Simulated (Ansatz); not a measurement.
Ansatz results at the PBE0-D4/def2-TZVP geometry: size of the dipole moment (B3LYP/def2-TZVPP) 0.78 D; size of the dipole moment (PBE/def2-TZVPP) 0.84 D; size of the dipole moment (ωB97M-V/def2-TZVPP) 0.73 D.

**Question.** Which molecule gave them?
A. `[CH3][SnH][SiH3]`•
B. `CS[Si](F)Cl`•
C. `C[O][Al][SH]`•
D. `CC[Te]`•

**Answer.** A. The others give `C[O][Al][SH]`•: 0.46, 0.33, 0.59; `CC[Te]`•: 1.42, 1.45, 1.38; `CS[Si](F)Cl`•: 1.42, 1.49, 1.36.

B3LYP here is the variant with VWN-RPA as its local correlation; programs differ in this.
